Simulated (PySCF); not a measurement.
**S(2+): excitation energy**

S(2+) [Ne] 3s2 3p2 (3P) → S(2+) [Ne] 3s2 3p1 4s1 (3P), as a difference of total energies. Computed with PySCF 2.14 in aug-cc-pVQZ-DK, with scalar relativity by spin-free X2C-1e. Correlated levels: valence: [Ne] frozen. The calculations carry no spin-orbit coupling.

```
           method  excitation energy (cm⁻¹)
              UHF                    144110
    MP2 (valence)                    144920
SCS-MP2 (valence)                    144810
   CCSD (valence)                    144810
CCSD(T) (valence)                    144520
```

A first-order spin-orbit estimate (lowest level to lowest level, LS coupling) adds -0.006 eV.

The promoted electron is Rydberg-like, and one or two diffuse shells describe it only roughly, which tends to raise the upper state.

The coupled-cluster amplitudes are large for the upper state (T1 above 0.03 or a double amplitude above 0.15), so a single reference is strained.
